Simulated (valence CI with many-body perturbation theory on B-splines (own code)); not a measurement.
E1 line list for Ce LII

Method: valence CI with perturbative core correlation (CI+MBPT): five valence electrons over a frozen Dirac-Fock core [He], a basis of 11 s, 11 p, 10 d, 8 f, 5 g, 2 h functions for each j, with the one-electron correlation potential Σ1 (screened to all orders), the two-electron term Σ2, the three-electron term Σ3, Breit, model QED; selected single and double excitations, second order for the rest, scaled by the run's own slope (own B-spline code, finite nucleus).

No measured spectrum was set against this ion. As an estimate, large intervals hold to a few tenths of a per cent, small ones and those within an open d or f shell to about a per cent. Among the levels kept, up to 7000 cm⁻¹ of a level comes from second order outside the variational space, and about a tenth of that is noise between levels of different J, which matters for small intervals.

Lines 1 to 50 of 600 in falling wavelength, among levels below 56706 × 10³ cm⁻¹, chosen from the strongest by gf and those to the six lowest levels. Wavelengths and rates use the calculated energies. Electric multipoles are in the length gauge, E1 and E2 with the static RPA response of the core. Weak lines are less certain than strong ones. Lines between different terms over intervals too small for the method are left out, as are lines whose strength nearly cancels. The highest levels of a list are the least certain.

Levels are named by their leading jj configuration (3d3/2^4 stands for four electrons in 3d with j = 3/2), which in mixed levels can hold well under half, so a name can repeat and another be missing. Letters in brackets count levels of one name in rising energy.

```
λ vac (Å)                               Upper                               Lower   A (s⁻¹)  log gf  Branch %
    182.4      (2s^2 2p1/2 2p3/2 3p1/2) J=5/2     (2s^2 2p1/2 2p3/2 3s) J=3/2 [b]  2.56e+09   -1.12       0.4
    170.2      (2s^2 2p1/2 2p3/2 3p1/2) J=5/2         (2s^2 2p1/2 2p3/2 3s) J=5/2  3.12e+09   -1.09       0.4
    164.4  (2s 2p1/2 2p3/2^2 3p1/2) J=3/2 [a]     (2s 2p1/2 2p3/2^2 3s) J=5/2 [a]  5.86e+09   -1.02       0.0
    152.5          (2s^2 2p3/2^2 3p1/2) J=5/2             (2s^2 2p3/2^2 3s) J=3/2  4.68e+09   -1.01       0.5
    147.1      (2s 2p1/2 2p3/2^2 3p1/2) J=7/2         (2s 2p1/2 2p3/2^2 3s) J=7/2  3.69e+09   -1.02       0.0
    144.5  (2s 2p1/2 2p3/2^2 3p1/2) J=5/2 [a]     (2s 2p1/2 2p3/2^2 3s) J=5/2 [a]  5.13e+09   -1.02       0.0
    144.0          (2s^2 2p3/2^2 3p1/2) J=3/2             (2s^2 2p3/2^2 3s) J=5/2  6.51e+09   -1.09       0.0
    138.0          (2s^2 2p3/2^2 3p1/2) J=5/2             (2s^2 2p3/2^2 3s) J=5/2  4.42e+09   -1.12       0.5
    137.5      (2s 2p1/2^2 2p3/2 3p1/2) J=5/2         (2s 2p1/2^2 2p3/2 3s) J=5/2  4.39e+09   -1.13       0.0
    128.3  (2s 2p1/2 2p3/2^2 3p1/2) J=3/2 [e]     (2s 2p1/2 2p3/2^2 3s) J=5/2 [c]  9.26e+09   -1.04       0.0
    123.6  (2s^2 2p1/2 2p3/2 3p1/2) J=3/2 [b]         (2s^2 2p1/2 2p3/2 3s) J=5/2  1.14e+10   -0.98       0.6
    123.3  (2s^2 2p1/2 2p3/2 3d5/2) J=7/2 [a]  (2s^2 2p1/2 2p3/2 3p3/2) J=5/2 [a]  6.14e+09   -0.95       0.0
    119.1          (2s^2 2p3/2^2 3d5/2) J=9/2          (2s^2 2p3/2^2 3p3/2) J=7/2  9.50e+09   -0.69      25.6
    116.3  (2s 2p1/2^2 2p3/2 3d5/2) J=5/2 [a]  (2s 2p1/2^2 2p3/2 3p3/2) J=5/2 [a]  6.62e+09   -1.09       0.0
    115.0  (2s 2p1/2 2p3/2^2 3p1/2) J=5/2 [b]         (2s 2p1/2 2p3/2^2 3s) J=7/2  6.87e+09   -1.09       0.0
    114.9  (2s 2p1/2 2p3/2^2 3d5/2) J=7/2 [b]  (2s 2p1/2 2p3/2^2 3p3/2) J=5/2 [b]  8.70e+09   -0.86       0.0
    114.3      (2s 2p1/2^2 2p3/2 3d5/2) J=9/2      (2s 2p1/2^2 2p3/2 3p3/2) J=7/2  2.03e+10   -0.40      47.5
    114.0  (2s 2p1/2 2p3/2^2 3d5/2) J=9/2 [a]  (2s 2p1/2 2p3/2^2 3p3/2) J=7/2 [a]  1.84e+10   -0.45       6.1
    113.4     (2s 2p1/2 2p3/2^2 3d5/2) J=11/2      (2s 2p1/2 2p3/2^2 3p3/2) J=9/2  2.05e+10   -0.32       7.4
    112.7  (2s 2p1/2 2p3/2^2 3d5/2) J=7/2 [e]  (2s 2p1/2 2p3/2^2 3p3/2) J=5/2 [e]  1.66e+10   -0.60       0.0
    111.9  (2s 2p1/2^2 2p3/2 3d5/2) J=3/2 [b]  (2s 2p1/2^2 2p3/2 3p3/2) J=1/2 [b]  1.44e+10   -0.97       0.0
    111.8      (2s^2 2p3/2^2 3d5/2) J=5/2 [a]      (2s^2 2p3/2^2 3p3/2) J=3/2 [a]  9.64e+09   -0.97       0.0
    111.6  (2s 2p1/2 2p3/2^2 3d5/2) J=9/2 [b]  (2s 2p1/2 2p3/2^2 3p3/2) J=7/2 [b]  1.68e+10   -0.50       1.4
    110.9  (2s 2p1/2 2p3/2^2 3d5/2) J=5/2 [a]  (2s 2p1/2 2p3/2^2 3p3/2) J=3/2 [a]  1.05e+10   -0.94       0.0
    110.4  (2s 2p1/2 2p3/2^2 3d5/2) J=7/2 [a]  (2s 2p1/2 2p3/2^2 3p3/2) J=5/2 [a]  1.66e+10   -0.61       0.1
    110.3  (2s 2p1/2 2p3/2^2 3d5/2) J=9/2 [b]      (2s 2p1/2 2p3/2^2 3p3/2) J=9/2  3.87e+09   -1.15       0.3
    110.2  (2s^2 2p1/2 2p3/2 3d5/2) J=7/2 [b]  (2s^2 2p1/2 2p3/2 3p3/2) J=5/2 [b]  1.58e+10   -0.64       0.0
    110.0  (2s 2p1/2^2 2p3/2 3d5/2) J=7/2 [b]  (2s 2p1/2^2 2p3/2 3p3/2) J=5/2 [b]  1.74e+10   -0.60       0.0
    110.0  (2s 2p1/2 2p3/2^2 3d5/2) J=7/2 [d]  (2s 2p1/2 2p3/2^2 3p3/2) J=5/2 [d]  1.77e+10   -0.59       0.1
    109.8  (2s 2p1/2 2p3/2^2 3d5/2) J=5/2 [c]  (2s 2p1/2 2p3/2^2 3p3/2) J=3/2 [d]  1.64e+10   -0.75       0.0
    109.7  (2s 2p1/2^2 2p3/2 3d5/2) J=5/2 [b]  (2s 2p1/2^2 2p3/2 3p3/2) J=3/2 [b]  1.87e+10   -0.69       0.0
    108.8      (2s^2 2p1/2 2p3/2 3d5/2) J=9/2      (2s^2 2p1/2 2p3/2 3p3/2) J=7/2  2.17e+10   -0.41      64.5
    108.2  (2s 2p1/2^2 2p3/2 3d5/2) J=7/2 [a]  (2s 2p1/2^2 2p3/2 3p3/2) J=5/2 [a]  1.96e+10   -0.56       0.0
    108.1  (2s 2p1/2 2p3/2^2 3d5/2) J=9/2 [c]  (2s 2p1/2 2p3/2^2 3p3/2) J=7/2 [c]  2.30e+10   -0.40       0.6
    107.3          (2s^2 2p1/2^2 3d5/2) J=5/2          (2s^2 2p1/2^2 3p3/2) J=3/2  2.28e+10   -0.63       0.0
    106.6  (2s 2p1/2 2p3/2^2 3d5/2) J=5/2 [e]  (2s 2p1/2 2p3/2^2 3p3/2) J=3/2 [f]  1.16e+10   -0.93       0.0
    106.5  (2s 2p1/2 2p3/2^2 3d5/2) J=5/2 [b]  (2s 2p1/2 2p3/2^2 3p3/2) J=3/2 [c]  1.62e+10   -0.78       0.0
    106.4  (2s 2p1/2 2p3/2^2 3d5/2) J=5/2 [d]  (2s 2p1/2 2p3/2^2 3p3/2) J=3/2 [e]  1.66e+10   -0.77       0.0
    105.6          (2s^2 2p3/2^2 3d5/2) J=7/2          (2s^2 2p3/2^2 3p3/2) J=5/2  1.35e+10   -0.74       0.5
    104.3  (2s 2p1/2 2p3/2^2 3d5/2) J=7/2 [c]  (2s 2p1/2 2p3/2^2 3p3/2) J=5/2 [c]  2.17e+10   -0.55       0.0
    103.4  (2s 2p1/2^2 2p3/2 3d5/2) J=5/2 [a]  (2s 2p1/2^2 2p3/2 3p3/2) J=3/2 [a]  1.61e+10   -0.81       0.0
    102.4  (2s^2 2p1/2 2p3/2 3d5/2) J=5/2 [a]  (2s^2 2p1/2 2p3/2 3p3/2) J=3/2 [a]  1.18e+10   -0.95       0.0
    98.97      (2s^2 2p3/2^2 3d5/2) J=5/2 [b]      (2s^2 2p3/2^2 3p3/2) J=3/2 [b]  1.64e+10   -0.84       0.0
    98.94  (2s^2 2p1/2 2p3/2 3d5/2) J=3/2 [a]  (2s^2 2p1/2 2p3/2 3p3/2) J=1/2 [a]  1.41e+10   -1.08       0.0
    98.84  (2s 2p1/2 2p3/2^2 3d5/2) J=3/2 [d]  (2s 2p1/2 2p3/2^2 3p3/2) J=1/2 [c]  1.86e+10   -0.96       0.0
    97.46  (2s 2p1/2 2p3/2^2 3d5/2) J=3/2 [b]  (2s 2p1/2 2p3/2^2 3p3/2) J=3/2 [b]  1.31e+10   -1.13       0.0
    97.23  (2s^2 2p1/2 2p3/2 3d5/2) J=7/2 [a]         (2s 2p1/2^2 2p3/2 3s) J=5/2  1.57e+10   -0.75       0.1
    95.03  (2s 2p1/2 2p3/2^2 3d5/2) J=3/2 [c]  (2s 2p1/2 2p3/2^2 3p3/2) J=1/2 [b]  1.56e+10   -1.07       0.0
    93.43          (2s^2 2p3/2^2 3d5/2) J=9/2         (2s 2p1/2 2p3/2^2 3s) J=7/2  1.30e+10   -0.77      35.0
    93.27  (2s 2p1/2 2p3/2^2 3d5/2) J=7/2 [b]  (2s 2p1/2 2p3/2^2 3p3/2) J=7/2 [b]  9.95e+09   -0.98       0.0
```
